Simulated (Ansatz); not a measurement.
C$_{3}$H$_{9}$ClSi, SMILES `CCC([SiH3])Cl`. Total charge 0; spin multiplicity 1. The structure was optimised at the PBE0-D4/def2-TZVP level. It is one conformer, not always the lowest.

```xyz
14

C     0.199   -1.778   -1.056
C    -0.457   -0.632   -0.307
C     0.516    0.417    0.201
Si   -0.294    1.790    1.215
Cl    1.365    1.233   -1.166
H    -0.546   -2.508   -1.380
H     0.925   -2.296   -0.423
H     0.724   -1.416   -1.942
H    -0.992   -1.022    0.568
H    -1.208   -0.148   -0.939
H     1.310   -0.058    0.784
H    -0.975    1.183    2.393
H    -1.300    2.483    0.371
H     0.734    2.752    1.682
```

Q: What is the dipole moment at r2SCAN/def2-TZVPP? (Best estimate.)

A: The calculation gave: 1.84 D, with components (-0.78, -1.38, 0.95) D in this frame, pointing from negative to positive charge.

Q: And with PBE, B3LYP, ωB97M-V? (Best estimate.)

A: Computed: PBE 1.73 D, B3LYP 1.79 D, ωB97M-V 1.79 D.

Q: Give the Mulliken charges with r2SCAN, B3LYP, PBE in def2-TZVPP. (Best estimate.)

A: The calculation gave: 
| atom | r2SCAN | B3LYP | PBE |
| --- | --- | --- | --- |
| C1 | -0.16 | -0.25 | -0.25 |
| C2 | -0.02 | -0.11 | -0.11 |
| C3 | 0.00 | -0.04 | -0.02 |
| Si4 | 0.28 | 0.26 | 0.19 |
| Cl5 | -0.19 | -0.18 | -0.17 |
| H6 | 0.05 | 0.08 | 0.08 |
| H7 | 0.04 | 0.07 | 0.07 |
| H8 | 0.06 | 0.09 | 0.09 |
| H9 | 0.04 | 0.07 | 0.08 |
| H10 | 0.04 | 0.08 | 0.08 |
| H11 | 0.07 | 0.11 | 0.10 |
| H12 | -0.08 | -0.07 | -0.06 |
| H13 | -0.06 | -0.05 | -0.04 |
| H14 | -0.06 | -0.05 | -0.04 |

B3LYP here is the variant with VWN-RPA as its local correlation; programs differ in this.
